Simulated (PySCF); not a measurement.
A geometry optimisation, step by step.

[MoO3Br]- (charge -1 and singlet state).
Bonds: Mo1–O2, Mo1–O3, Mo1–O4, Mo1–Br5.

Method: PySCF 2.14.0, PBE0-D3(BJ)/def2-SVP geometry optimisation, gas phase, def2 core potentials past Kr; density fitting, grid level 1; the optimiser is geomeTRIC in internal coordinates, started from a GFN2-xTB structure with every atom displaced at random (about 0.03 Å). The frame can shift and turn from step to step; on so coarse a grid that alone can change the energy by a few meV, and forces under 0.02 eV/Å are noise.

Step 0: E = -78020.8845 eV, largest atomic force 12.688 eV/Å
```
atom  x, y, z in Å  |  force x, y, z in eV/Å
Mo1     0.182    0.136    0.100  -11.398   0.482  -1.139
O2      0.020    0.020    1.721    0.591  -0.159   6.269
O3      1.575    0.058   -0.583   11.915  -0.427  -4.340
O4     -0.689    1.451   -0.542   -0.444   1.397  -0.208
Br5    -1.014   -1.775   -0.758   -0.664  -1.293  -0.583
```

Step 1: E = -78022.2410 eV, largest atomic force 1.047 eV/Å
```
atom  x, y, z in Å  |  force x, y, z in eV/Å
Mo1     0.110    0.118    0.064   -0.325   0.927   0.260
O2      0.058    0.043    1.794    0.233   0.174  -0.970
O3      1.703    0.079   -0.568   -0.226   0.037   0.406
O4     -0.719    1.510   -0.541    0.503  -0.749   0.532
Br5    -1.076   -1.860   -0.811   -0.185  -0.390  -0.228
```

Step 2: E = -78022.2945 eV, largest atomic force 0.539 eV/Å
```
atom  x, y, z in Å  |  force x, y, z in eV/Å
Mo1     0.092    0.117    0.054    0.335  -0.380   0.184
O2      0.071    0.054    1.765   -0.020   0.031  -0.118
O3      1.708    0.106   -0.512   -0.161   0.032   0.071
O4     -0.711    1.513   -0.497   -0.172   0.327  -0.068
Br5    -1.084   -1.900   -0.872    0.017  -0.009  -0.070
```

Step 3: E = -78022.2976 eV, largest atomic force 0.084 eV/Å
```
atom  x, y, z in Å  |  force x, y, z in eV/Å
Mo1     0.090    0.111    0.057    0.007   0.023  -0.052
O2      0.058    0.036    1.763   -0.027  -0.047   0.049
O3      1.709    0.122   -0.488   -0.042   0.001   0.008
O4     -0.716    1.523   -0.474    0.009  -0.040   0.015
Br5    -1.066   -1.902   -0.919    0.052   0.064  -0.019
```

Step 4: E = -78022.2977 eV, largest atomic force 0.239 eV/Å
```
atom  x, y, z in Å  |  force x, y, z in eV/Å
Mo1     0.087    0.108    0.063   -0.143   0.155  -0.111
O2      0.030   -0.009    1.765   -0.031  -0.081   0.100
O3      1.712    0.145   -0.457    0.084   0.001  -0.040
O4     -0.724    1.529   -0.443    0.064  -0.138   0.020
Br5    -1.030   -1.884   -0.991    0.026   0.062   0.030
```

Step 5: E = -78022.2983 eV, largest atomic force 0.147 eV/Å
```
atom  x, y, z in Å  |  force x, y, z in eV/Å
Mo1     0.087    0.109    0.063   -0.095   0.089  -0.070
O2      0.029   -0.012    1.766   -0.026  -0.064   0.058
O3      1.712    0.146   -0.457    0.058   0.005  -0.026
O4     -0.724    1.528   -0.443    0.039  -0.085   0.013
Br5    -1.030   -1.882   -0.991    0.023   0.054   0.024
```

Step 6: E = -78022.2987 eV, largest atomic force 0.053 eV/Å
```
atom  x, y, z in Å  |  force x, y, z in eV/Å
Mo1     0.088    0.111    0.062   -0.031   0.012  -0.021
O2      0.027   -0.015    1.766   -0.019  -0.043   0.015
O3      1.714    0.147   -0.459    0.020   0.008  -0.008
O4     -0.723    1.528   -0.445    0.009  -0.023   0.003
Br5    -1.030   -1.881   -0.986    0.021   0.047   0.011
```

Step 7: E = -78022.2989 eV, largest atomic force 0.040 eV/Å
```
atom  x, y, z in Å  |  force x, y, z in eV/Å
Mo1     0.089    0.112    0.062   -0.008  -0.012  -0.005
O2      0.024   -0.019    1.765   -0.013  -0.028   0.001
O3      1.715    0.148   -0.460    0.002   0.008   0.003
O4     -0.723    1.528   -0.446    0.001  -0.003   0.005
Br5    -1.030   -1.879   -0.983    0.018   0.035  -0.004
```

Step 8: E = -78022.2989 eV, largest atomic force 0.032 eV/Å
```
atom  x, y, z in Å  |  force x, y, z in eV/Å
Mo1     0.089    0.112    0.061    0.000  -0.019   0.009
O2      0.022   -0.024    1.764   -0.007  -0.015  -0.004
O3      1.716    0.150   -0.460   -0.003   0.007   0.008
O4     -0.723    1.528   -0.447   -0.003   0.006   0.007
Br5    -1.030   -1.878   -0.980    0.013   0.022  -0.020
```

Step 9: E = -78022.2989 eV, largest atomic force 0.034 eV/Å
```
atom  x, y, z in Å  |  force x, y, z in eV/Å
Mo1     0.090    0.113    0.060   -0.001  -0.014   0.015
O2      0.021   -0.026    1.763   -0.005  -0.012  -0.002
O3      1.717    0.151   -0.459   -0.002   0.005   0.007
O4     -0.723    1.528   -0.447   -0.003   0.005   0.008
Br5    -1.030   -1.877   -0.979    0.011   0.015  -0.028
```

**Question.** Summarise the path.

**Answer.** The energy falls by 32.62 kcal/mol from step 0 to step 9; nine tenths of that is first reached at step 1. It never rises by more than 0.2 meV. The largest force goes from 12.688 to 0.034 eV/Å. Among the bonds Mo1–O3 changes most, from 1.553 to 1.709 Å; the atoms move by 0.123 Å rms after alignment.

**Question.** Follow the three bonds and two angles with the largest change from start to end.

**Answer.** 
```tsv
step	E above end (kcal/mol)	largest force (eV/Å)	Mo1–O3 (Å)	Mo1–Br5 (Å)	Mo1–O2 (Å)	O2–Mo1–O3 (°)	O4–Mo1–Br5 (°)
0	32.62	12.688	1.553	2.413	1.633	121.5	103.0
1	1.33	1.047	1.714	2.466	1.732	113.3	106.9
2	0.10	0.539	1.712	2.512	1.713	109.9	108.6
3	0.03	0.084	1.709	2.518	1.708	109.7	108.9
4	0.03	0.239	1.706	2.516	1.707	109.7	108.9
5	0.01	0.147	1.707	2.514	1.708	109.8	108.8
6	0.00	0.053	1.708	2.513	1.709	109.9	108.8
7	0.00	0.040	1.708	2.511	1.710	110.0	108.8
8	0.00	0.032	1.709	2.509	1.710	110.0	108.8
9	0.00	0.034	1.709	2.508	1.710	110.0	108.8
```

What follows is the cost of the whole optimisation. Time: 57 s of wall time; peak memory 0.40 GiB. Hardware: Arm Neoverse V1, one thread, no GPU, on a shared host.
